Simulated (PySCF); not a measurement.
FOS, SMILES O=[S]F, multiplicity 2.

Geometry optimised at B3LYP-D3(BJ)/def2-TZVP. The isomer is the one that the SMILES or the coordinates give; other isomers of the formula were not compared.

Level of theory: B3LYP-D3(BJ)/def2-TZVP run with PySCF 2.14.0.

Frequencies are harmonic and unscaled.

Computed normal modes with their intensities:
| mode | ν (cm⁻¹) | IR (km/mol) | moving atoms (share of kinetic energy) |
|---|---|---|---|
| 1 | 392 | 9.6 | O 44 %, F 36 %, S 20 % |
| 2 | 743 | 168.4 | F 59 %, S 40 % |
| 3 | 1221 | 70.3 | O 66 %, S 34 % |
